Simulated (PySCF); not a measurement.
PySCF 2.14 output of a UHF calculation on a single atom or ion in x2c-TZVPPall (5s3p2d1f, 31 functions), with scalar relativity by spin-free X2C-1e:

```
SCF conv_tol = 1e-09
number electrons alpha = 3  beta = 1
cycle= 1 E= -24.1279785194596  delta_E= -0.00211  |g|= 0.0141  |ddm|= 0.0307
cycle= 2 E= -24.1281427898955  delta_E= -0.000164  |g|= 0.00395  |ddm|= 0.00926
cycle= 3 E= -24.1281580232753  delta_E= -1.52e-05  |g|= 0.000148  |ddm|= 0.00393
cycle= 4 E= -24.1281580430244  delta_E= -1.97e-08  |g|= 7.73e-06  |ddm|= 0.000211
cycle= 5 E= -24.1281580430691  delta_E= -4.47e-11  |g|= 9.1e-07  |ddm|= 1.54e-05
converged SCF energy = -24.1281580430691  <S^2> = 2.0000108  2S+1 = 3.0000072
```

The run itself started from symmetry-adapted Hartree-Fock orbitals and held the occupation by maximum overlap, so the iterations belong to that start.

Q: Which element, charge and spin multiplicity is this?

A: B⁺ (boron, charge +1), multiplicity 3; the state was [He] 2s1 2p1, high-spin 3P determinant (an excited configuration).
